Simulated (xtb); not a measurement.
xtb input file for C3H6BNO, SMILES C#CB(N)OC, GFN2-xTB. 

```
$ xtb mol.xyz --gfn 2 --sp --chrg 0 --uhf 0 --json
$ cat mol.xyz
12

C     -1.45212657     1.78662332     0.78901641
C     -0.94316163     0.79272707     0.34382872
B     -0.25804306    -0.46293343    -0.21846534
N     -1.04687384    -1.51001338    -0.71251546
O      1.09207040    -0.62764665    -0.27308029
C      2.00963716     0.32136902     0.19360910
H     -1.91218091     2.65022653     1.17594435
H     -2.04932324    -1.49676028    -0.72827593
H     -0.63890126    -2.34671404    -1.08834336
H      2.75664344     0.49662204    -0.58533809
H      2.51390416    -0.07001724     1.08270503
H      1.52553285     1.26826037     0.44915981
```

Output:

```
[banner left out]
          |                Calculation Setup                |
           -------------------------------------------------



           -------------------------------------------------
          |                 G F N 2 - x T B                 |
           -------------------------------------------------

        Reference                      10.1021/acs.jctc.8b01176
      * Hamiltonian:
        H0-scaling (s, p, d)           1.850000    2.230000    2.230000
        zeta-weighting                 0.500000
      * Dispersion:
        s8                             2.700000
        a1                             0.520000
        a2                             5.000000
        s9                             5.000000
      * Repulsion:
        kExp                           1.500000    1.000000
        rExp                           1.000000
      * Coulomb:
        alpha                          2.000000
        third order                    shell-resolved
        anisotropic                    true
        a3                             3.000000
        a5                             4.000000
        cn-shift                       1.200000
        cn-exp                         4.000000
        max-rad                        5.000000


          ...................................................
          :                      SETUP                      :
          :.................................................:
          :  # basis functions                  30          :
          :  # atomic orbitals                  30          :
          :  # shells                           18          :
          :  # electrons                        32          :
          :  max. iterations                   250          :
          :  Hamiltonian                  GFN2-xTB          :
          :  restarted?                      false          :
          :  GBSA solvation                  false          :
          :  PC potential                    false          :
          :  electronic temp.          300.0000000     K    :
          :  accuracy                    1.0000000          :
          :  -> integral cutoff          0.2500000E+02      :
          :  -> integral neglect         0.1000000E-07      :
          :  -> SCF convergence          0.1000000E-05 Eh   :
          :  -> wf. convergence          0.1000000E-03 e    :
          :  Broyden damping             0.4000000          :
          :  net charge                          0          :
          :  unpaired electrons                  0          :
          ...................................................

 iter      E             dE          RMSdq      gap      omega  full diag
   1    -17.8515350 -0.178515E+02  0.784E+00    4.66       0.0  T
   2    -17.9504360 -0.989009E-01  0.482E+00    4.85       1.0  T
   3    -17.9356383  0.147977E-01  0.209E+00    5.59       1.0  T
   4    -17.9521228 -0.164845E-01  0.995E-01    5.16       1.0  T
   5    -17.9619908 -0.986800E-02  0.445E-01    5.18       1.0  T
   6    -17.9638868 -0.189593E-02  0.168E-01    5.21       1.0  T
   7    -17.9639938 -0.107058E-03  0.372E-02    5.19       1.0  T
   8    -17.9639980 -0.421987E-05  0.112E-02    5.19       2.6  T
   9    -17.9639983 -0.290376E-06  0.552E-03    5.19       5.2  T
  10    -17.9639986 -0.284793E-06  0.109E-03    5.19      26.4  T
  11    -17.9639986 -0.836705E-08  0.341E-04    5.19      84.6  T
  12    -17.9639986 -0.772040E-10  0.127E-04    5.19     227.4  T

   *** convergence criteria satisfied after 12 iterations ***

         #    Occupation            Energy/Eh            Energy/eV
      -------------------------------------------------------------
         1        2.0000           -0.6742937             -18.3485
       ...           ...                  ...                  ...
        10        2.0000           -0.4835141             -13.1571
        11        2.0000           -0.4476491             -12.1812
        12        2.0000           -0.4408558             -11.9963
        13        2.0000           -0.4116940             -11.2028
        14        2.0000           -0.4050190             -11.0211
        15        2.0000           -0.4038721             -10.9899
        16        2.0000           -0.3843115             -10.4576 (HOMO)
        17                         -0.1936729              -5.2701 (LUMO)
        18                         -0.1491889              -4.0596
        19                         -0.0537741              -1.4633
        20                          0.0391511               1.0654
        21                          0.0903150               2.4576
       ...                                ...                  ...
        30                          1.3935671              37.9209
      -------------------------------------------------------------
                  HL-Gap            0.1906386 Eh            5.1875 eV
             Fermi-level           -0.2889922 Eh           -7.8639 eV

 SCC (total)                   0 d,  0 h,  0 min,  0.009 sec
 SCC setup                      ...        0 min,  0.000 sec (  2.828%)
 Dispersion                     ...        0 min,  0.000 sec (  1.219%)
 classical contributions        ...        0 min,  0.000 sec (  0.732%)
 integral evaluation            ...        0 min,  0.002 sec ( 20.058%)
 iterations                     ...        0 min,  0.005 sec ( 52.271%)
 molecular gradient             ...        0 min,  0.002 sec ( 21.882%)
 printout                       ...        0 min,  0.000 sec (  0.821%)

         :::::::::::::::::::::::::::::::::::::::::::::::::::::
         ::                     SUMMARY                     ::
         :::::::::::::::::::::::::::::::::::::::::::::::::::::
         :: total energy             -17.685097185872 Eh    ::
         :: gradient norm              0.000211862261 Eh/a0 ::
         :: HOMO-LUMO gap              5.187539627517 eV    ::
         ::.................................................::
         :: SCC energy               -17.963985103177 Eh    ::
         :: -> isotropic ES            0.054484918723 Eh    ::
         :: -> anisotropic ES          0.005533325527 Eh    ::
         :: -> anisotropic XC          0.010567157312 Eh    ::
         :: -> dispersion             -0.006026725168 Eh    ::
         :: repulsion energy           0.278887917304 Eh    ::
         :: add. restraining           0.000000000000 Eh    ::
         :: total charge               0.000000000000 e     ::
         :::::::::::::::::::::::::::::::::::::::::::::::::::::

           -------------------------------------------------
          |                Property Printout                |
           -------------------------------------------------

    * Orbital Energies and Occupations

         #    Occupation            Energy/Eh            Energy/eV
      -------------------------------------------------------------
         1        2.0000           -0.6742937             -18.3485
       ...           ...                  ...                  ...
         4        2.0000           -0.5879241             -15.9982
         5        2.0000           -0.5503436             -14.9756
         6        2.0000           -0.5316570             -14.4671
         7        2.0000           -0.5236113             -14.2482
         8        2.0000           -0.5155974             -14.0301
         9        2.0000           -0.5019198             -13.6579
        10        2.0000           -0.4835141             -13.1571
        11        2.0000           -0.4476491             -12.1812
        12        2.0000           -0.4408558             -11.9963
        13        2.0000           -0.4116940             -11.2028
        14        2.0000           -0.4050190             -11.0211
        15        2.0000           -0.4038721             -10.9899
        16        2.0000           -0.3843115             -10.4576 (HOMO)
        17                         -0.1936729              -5.2701 (LUMO)
        18                         -0.1491889              -4.0596
        19                         -0.0537741              -1.4633
        20                          0.0391511               1.0654
        21                          0.0903150               2.4576
        22                          0.1384532               3.7675
        23                          0.1528792               4.1601
        24                          0.1984407               5.3998
        25                          0.2073187               5.6414
        26                          0.2406232               6.5477
        27                          0.3613648               9.8332
       ...                                ...                  ...
        30                          1.3935671              37.9209
      -------------------------------------------------------------
                  HL-Gap            0.1906386 Eh            5.1875 eV
             Fermi-level           -0.2889922 Eh           -7.8639 eV

     #   Z          covCN         q      C6AA      α(0)
     1   6 C        1.909    -0.095    33.738     9.381
     2   6 C        1.884    -0.116    34.359     9.467
     3   5 B        2.545     0.358    17.249     7.141
     4   7 N        2.562    -0.344    28.890     7.982
     5   8 O        1.639    -0.336    19.664     5.986
     6   6 C        3.638     0.038    20.296     6.480
     7   1 H        0.928     0.061     2.185     2.312
     8   1 H        0.861     0.158     1.346     1.817
     9   1 H        0.861     0.161     1.328     1.805
    10   1 H        0.924     0.042     2.421     2.433
    11   1 H        0.924     0.039     2.463     2.454
    12   1 H        0.924     0.034     2.527     2.486

 Mol. C6AA /au·bohr⁶  :       1484.844726
 Mol. C8AA /au·bohr⁸  :      35119.945792
 Mol. α(0) /au        :         59.744428


Wiberg/Mayer (AO) data.
largest (>0.10) Wiberg bond orders for each atom

 ---------------------------------------------------------------------------
     #   Z sym  total        # sym  WBO       # sym  WBO       # sym  WBO
 ---------------------------------------------------------------------------
     1   6 C    3.974 --     2 C    2.915     7 H    0.970
     2   6 C    3.945 --     1 C    2.915     3 B    0.980
     3   5 B    3.456 --     4 N    1.269     5 O    1.136     2 C    0.980
     4   7 N    3.311 --     3 B    1.269     8 H    0.964     9 H    0.959
     5   8 O    2.267 --     3 B    1.136     6 C    0.996
     6   6 C    3.955 --     5 O    0.996    10 H    0.979    11 H    0.978
                            12 H    0.978
     7   1 H    0.996 --     1 C    0.970
     8   1 H    0.975 --     4 N    0.964
     9   1 H    0.974 --     4 N    0.959
    10   1 H    0.998 --     6 C    0.979
    11   1 H    0.998 --     6 C    0.978
    12   1 H    0.999 --     6 C    0.978
 ---------------------------------------------------------------------------

Topologies differ in total number of bonds
Writing topology from bond orders to xtbtopo.mol

molecular dipole:
                 x           y           z       tot (Debye)
 q only:       -0.099      -0.144      -0.066
   full:       -0.120      -0.065      -0.027       0.353
molecular quadrupole (traceless):
                xx          xy          yy          xz          yz          zz
 q only:        1.243       3.335       0.318       1.595       1.196      -1.561
  q+dip:        0.190       0.776       2.841       0.462       3.432      -3.031
   full:        0.779       2.556       1.415       1.266       2.179      -2.194


           -------------------------------------------------
          | TOTAL ENERGY              -17.685097185872 Eh   |
          | GRADIENT NORM               0.000211862261 Eh/α |
Note: The following floating-point exceptions are signalling: IEEE_UNDERFLOW_FLAG IEEE_DENORMAL
normal termination of xtb
          | HOMO-LUMO GAP               5.187539627517 eV   |
           -------------------------------------------------

------------------------------------------------------------------------
------------------------------------------------------------------------
 total:
 SCF:
```

Self-consistency was reached.
